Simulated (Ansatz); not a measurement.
`C[CH](C)[Ge][F]` + HBr → `[F][Ge][Br]` + `CCC` at 500 K and 1 bar (ligand exchange at a Ge–C bond).

Program: Ansatz. Geometries: PBE0-D4/def2-TZVP. ΔE: electronic, gas phase. CCSD(T)/CBS adds triple-zeta CCSD(T) − MP2 to the extrapolated MP2 energy (def2 sets, frozen cores). For Br, Ge outer-core shells are correlated without core-valence functions, which leaves a few kJ/mol of doubt a bond. Scalar relativity is left out up to krypton. One conformer a species, not always the lowest.

```
          species  CCSD(T)/CBS energy (Eh)  H − E (kJ/mol)  S (J/(mol·K))
`C[CH](C)[Ge][F]`              -2294.29857           296.0          432.4
              HBr              -2573.91920            30.5          213.7
    `[F][Ge][Br]`              -4749.29775            30.7          328.7
            `CCC`               -118.98051           304.1          314.1
```

H − E and S are ideal-gas, rigid-rotor, harmonic terms from PBE0-D4/def2-TZVP, for one conformer and one mirror image of each species. 1 Eh = 2625.50 kJ/mol, R = 8.31446 J/(mol·K).

Question: By hand: ΔE, ΔH, ΔS and ΔG.

Answer: ΔE = (-4749.29775) + (-118.98051) − (-2294.29857) − (-2573.91920) = -0.06049 Eh = -158.8 kJ/mol. Δ(H − E) = 30.7 + 304.1 − 296.0 − 30.5 = 8.3, so ΔH = -150.5 kJ/mol. ΔS = 328.7 + 314.1 − 432.4 − 213.7 = -3.3 J/(mol·K). ΔG = -150.5 − 500 × (-3.3)/1000 = -148.8 kJ/mol.

Question: By hand: the equilibrium constant, and the temperature at which ΔG would vanish if ΔH and ΔS stayed fixed.

Answer: log₁₀ K = −ΔG/(RT ln 10) = 15.5. ΔG = 0 at ΔH/ΔS = 45606 K, far beyond where these terms or the molecules hold.

The number of gas molecules stays the same, so ΔS is small and ΔH decides. A doubt of 5 kJ/mol in ΔE shifts log₁₀ K by 0.5 here. Other conformers and mirror images would add mixing entropy, several J/(mol·K) or more a flexible species. Modes under 60 cm⁻¹, often nearly free rotors, make the harmonic entropy too high. These are equilibria of isolated gas molecules and say nothing of rates. Largest T1 diagnostic: 0.013 (customary marks: 0.02 for closed shells, 0.045 for open ones).
